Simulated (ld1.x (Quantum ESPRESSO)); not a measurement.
**Scattering properties, TM potential for molybdenum**

```
Element                 : molybdenum (Mo)
Generator               : ld1.x (Quantum ESPRESSO) 7.5
Type                    : norm-conserving Troullier–Martins (Kleinman–Bylander form)
Functional              : PW91
Relativity              : scalar-relativistic
Frozen core             : [Ar] 3d10 4s2
Valence charge          : 12
Reference configuration : 4p6 4d5 5s0.75 5p0 (charge +0.25)
Partial waves           : 5s (bound): rc 3.20 bohr; 4p (bound): rc 1.15 bohr; 4d (bound): rc 2.50 bohr
Local potential         : all-electron potential smoothed inside 1.75 bohr (lloc = -2)
Core correction         : Bessel-smoothed model core inside 0.55 bohr
```

The phase is arctan(r·u′/u) with u = r·R(r), unwrapped; energies in Ry, scanned from -5 to 5 Ry. A pole is an energy at which the radial function vanishes at the test radius. The pseudo phase is shifted by a multiple of π to meet the all-electron one at the reference energy, and phase errors are pseudo minus all-electron; the curves can meet again beyond the range given. Levels narrower than the energy grid can be missing from the lists of poles. Where the grid stepped over a known ghost or core level, its pole and its step of π were put in at the level’s energy. n/a: not evaluated, since a narrow level or a reset projector energy made the automatic matching unsafe.

```
channel  radius (bohr)  reference energy (Ry)  poles, all-electron      poles, pseudo  unbroken range about the reference energy with phases within 0.05 rad  phase error 1 Ry above the reference energy (rad)
      s           3.51                  -0.40          -4.85, 0.49  -1.05, 0.50, 4.50                                                            -1.0 to 2.1                                             +0.004
      p           3.51                  -2.95                 1.25               1.26                                                                    n/a                                                n/a
      d           3.51                  -0.39          -0.25, 2.77        -0.25, 2.86                                                              below 0.9                                             +0.009
```

Note: ghost state, extra bound levels that the all-electron valence spectrum of the same l lacks: s at -14.3 eV. A true bound ghost makes a file unfit for plane-wave use.

Phases in the s channel:

```tsv
E (Ry)	all-electron	pseudo
-5.00	4.574	4.576
-4.74	1.433	4.571
-4.48	1.426	4.566
-4.22	1.420	4.561
-3.96	1.414	4.555
-3.70	1.407	4.548
-3.44	1.400	4.540
-3.18	1.391	4.531
-2.92	1.380	4.521
-2.66	1.368	4.508
-2.40	1.352	4.492
-2.14	1.333	4.472
-1.88	1.307	4.445
-1.62	1.270	4.407
-1.36	1.215	4.345
-1.10	1.117	4.176
-0.84	0.903	0.924
-0.58	0.225	0.231
-0.32	-0.913	-0.912
-0.06	-1.325	-1.322
0.20	-1.480	-1.476
0.46	-1.564	-1.560
0.72	-1.623	-1.619
0.98	-1.673	-1.669
1.24	-1.724	-1.720
1.50	-1.783	-1.781
1.76	-1.867	-1.869
2.02	-2.008	-2.030
2.28	-2.322	-2.434
2.54	-3.137	-3.485
2.80	-3.985	-4.182
3.06	-4.314	-4.419
3.32	-4.458	-4.529
3.58	-4.537	-4.593
3.84	-4.587	-4.637
4.10	-4.623	-4.671
4.36	-4.651	-4.699
4.62	-4.674	-4.724
4.88	-4.693	-4.749
```
